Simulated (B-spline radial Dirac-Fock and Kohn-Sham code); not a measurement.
The Lℓ (L3-M1) line from Mg to V

Level of theory: Dirac-Fock (average of configuration) total-energy differences with a finite nucleus, the Breit interaction including its frequency dependence, and self-energy and vacuum-polarisation corrections; a radial finite-basis atomic code. Free neutral atoms. The model has no electron correlation.

The screening constant σ is defined by E = 0.1389·Ry·(Z − σ)², the hydrogen-like form of Moseley's law.

| Z | element | computed (eV) | tabulated (eV) | √E | σ |
| --- | --- | --- | --- | --- | --- |
| 12 | Mg | 49.68 | 49.30 | 7.05 | 6.87 |
| 13 | Al | ? | ? | ? | ? |
| 14 | Si | 93.86 | 91.30 | 9.69 | 6.95 |
| 15 | P | 119.9 | 119.1 | 10.95 | 7.03 |
| 18 | Ar | 214.7 | 219.4 | 14.65 | 7.34 |
| 20 | Ca | 298.3 | 302.7 | 17.27 | 7.44 |
| 21 | Sc | 343.6 | 348.4 | 18.54 | 7.52 |
| 22 | Ti | 391.7 | 395.2 | 19.79 | 7.60 |
| 23 | V | 442.6 | 446.4 | 21.04 | 7.70 |

Question: Estimate the missing row, Al.

Answer: Computed 70.45 eV, tabulated 72.00 eV, √E = 8.39, σ = 6.89.

Tabulated energies: xraylib 4.2 line table, elements in their standard states.
